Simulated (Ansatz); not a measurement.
Start from `O[CH2][Ga]([OH])[OH]` and change one atom or group to get `C[CH2][Ga]([OH])[OH]`.

Ansatz, PBE0-D4/def2-TZVP geometries, multiplicity 1. Each molecule was computed in one conformer, which needn't be the lowest.

Scalar relativity is left out up to krypton.

| property | `O[CH2][Ga]([OH])[OH]` |
| --- | --- |
| HOMO energy (PBE0/def2-TZVPP) / eV | -7.49 |
| size of the dipole moment (ωB97M-V/def2-TZVPP) / D | 2.10 |
| HOMO–LUMO gap (PBE/def2-TZVPP) / eV | 4.69 |
| zero-point energy (PBE0-D4/def2-TZVP) / kJ/mol | 180.7 |
| size of the dipole moment (PBE/def2-TZVPP) / D | 1.85 |
| LUMO energy (PBE/def2-TZVPP) / eV | -1.31 |

(1) Give the same properties after the change, and the shifts. (Estimate.)

Results:

(1) The calculation gave: 
| property | `C[CH2][Ga]([OH])[OH]` | shift |
| --- | --- | --- |
| HOMO energy (PBE0/def2-TZVPP) / eV | -8.24 | -0.75 |
| size of the dipole moment (ωB97M-V/def2-TZVPP) / D | 0.45 | -1.65 |
| HOMO–LUMO gap (PBE/def2-TZVPP) / eV | 5.68 | 0.99 |
| zero-point energy (PBE0-D4/def2-TZVP) / kJ/mol | 241.5 | 60.8 |
| size of the dipole moment (PBE/def2-TZVPP) / D | 0.39 | -1.46 |
| LUMO energy (PBE/def2-TZVPP) / eV | -1.10 | 0.21 |

With PBE0 the HOMO falls by 0.75 eV and the LUMO rises by 0.21 eV, so the gap widens by about 0.96 eV. PBE moves the HOMO by -0.79 eV and ωB97M-V by -0.68 eV. The zero-point energy changes by 60.8 kJ/mol with +6 modes. Dipoles are sizes alone; their direction can turn.

Positive LUMOs are unbound, so they and the gaps depend on the basis.
